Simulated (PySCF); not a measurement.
## Bond length, frequency and bond energy of CaAs by level of theory

State: ⁴Σ⁻ (quartet), unpaired electrons σ ↑, π ↑↑. Set-up: PySCF, spin-free X2C with a Gaussian nucleus, basis sets Ca x2c-SVPall, As x2c-SVPall. De refers to Ca + As in their high-spin ground configurations, without counterpoise correction. The functionals are run spin-unrestricted. A positive dipole means Ca(−)As(+).

```tsv
Level	Re (Å)	ωe (cm⁻¹)	De (eV)	μ (D)
UHF	2.960	202	0.447	-4.61
UHF-MP2	2.949	190	0.443	n/a
UHF-SCS-MP2	2.966	185	0.381	n/a
UHF-CCSD	2.983	175	0.395	n/a
UHF-CCSD(T)	2.990	172	0.439	n/a
PBE	2.862	208	1.27	-3.20
r²SCAN	2.859	216	1.39	-3.99
PBE0	2.866	211	1.15	-3.68
B97-3	2.904	201	1.08	-3.42
M06	2.897	195	0.96	-2.18
M06-2X	2.894	211	1.08	-3.88
```

**Question.** Which functional lies closest to UHF-CCSD(T) in De, which farthest, and by how much do they differ from it?

**Answer.** Closest is M06 (-9.3 pm in Re, +13.4 % in ωe, +0.52 eV in De against UHF-CCSD(T) in the same basis), farthest r²SCAN (-13.1 pm in Re, +25.6 % in ωe, +0.95 eV in De). CCSD(T) converges more slowly with the basis than the functionals do and binds too weakly in this one, so the order can change at the basis-set limit.

**Question.** What does the step from GGA to meta-GGA do here, going from PBE to r²SCAN?

**Answer.** r²SCAN less PBE: -0.3 pm in Re, +3.8 % in ωe, +0.12 eV in De. 

**Question.** What does second-order correlation do here, going from UHF to UHF-MP2?

**Answer.** UHF-MP2 less UHF: -1.1 pm in Re, -5.9 % in ωe, -0.00 eV in De. The bond shortens, as in weak, metallic or heavy-atom bonds, where dispersion and the correlation of outer-core electrons pull the atoms together.

Correlated steps freeze 14 core orbitals. Correlated levels converge slowly with the basis: in double zeta they bind strong bonds too weakly, by up to about 1 eV, and carry superposition errors of some tenths. Spin–orbit coupling is left out. The state was picked by a PBE0 search and need not be the measured ground state.

The whole job (state search and all levels along the bond) took about 2.9 min on 1 thread of Oxide Virtual Turin-like (shared host), peak memory 0.72 GiB.
